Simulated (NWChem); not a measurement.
C$_{2}$H$_{3}$AlF$_{2}$; SMILES [F][Al]([F])[CH]=C

```xyz
8

Al    -0.0421     0.4761     0.0000
F     -0.9707     1.8477     0.0000
F      1.6032     0.6819     0.0000
C     -0.7692    -1.2998     0.0000
C      0.0499    -2.3637     0.0000
H     -1.8506    -1.4889     0.0000
H     -0.3264    -3.3947     0.0000
H      1.1415    -2.2586     0.0000
```
Atoms are numbered in this order, from 1.

Level: PBE0/def2-SVP (NWChem), optimised geometry, unscaled harmonic frequencies. 

| frequency (cm⁻¹) | IR intensity (km/mol) |
|---|---|
| 84 | 1.0 |
| 101 | 1.8 |
| 237 | 35.1 |
| 254 | 43.9 |
| 319 | 20.9 |
| 479 | 84.2 |
| 607 | 5.3 |
| 848 | 164.1 |
| 948 | 102.1 |
| 1000 | 32.5 |
| 1019 | 30.1 |
| 1058 | 13.9 |
| 1265 | 2.4 |
| 1420 | 19.5 |
| 1664 | 19.7 |
| 3131 | 11.4 |
| 3165 | 1.8 |
| 3226 | 4.1 |

| Quantity | Result |
|---|---|
| zero-point energy | 29.8 kcal/mol |
| thermal correction to the enthalpy at 298.15 K (with zero-point energy) | 34.3 kcal/mol |
| heat capacity Cv | 19.7 cal/(mol K) |
| entropy at 298.15 K and 1 atm (symmetry number 1) | 79.9 cal/(mol K) |
| dipole moment | 2.43 D |

Rigid rotor and harmonic oscillator; modes under 100 cm⁻¹ make the entropy uncertain.
